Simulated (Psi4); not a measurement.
Psi4 was given this input:
```
memory 2 GB

molecule mol {
0 1
O    -0.069457    1.073263   -0.188815
O     0.003625   -0.005920    0.409754
O     0.065833   -1.067343   -0.220940
}

set {
  basis cc-pvtz
  reference rhf
}

energy('scf')
print_variables()
```

Q: Give the nuclear repulsion energy at the level HF/cc-pVTZ (Psi4).

A: 70.5795 Eh

Q: Predict the total energy from HF/cc-pVTZ.

A: -224.3511 Eh

Q: Predict the number of basis functions from HF/cc-pVTZ.

A: 90

Q: What is the computed dipole moment (HF/cc-pVTZ)?

A: 0.79 D
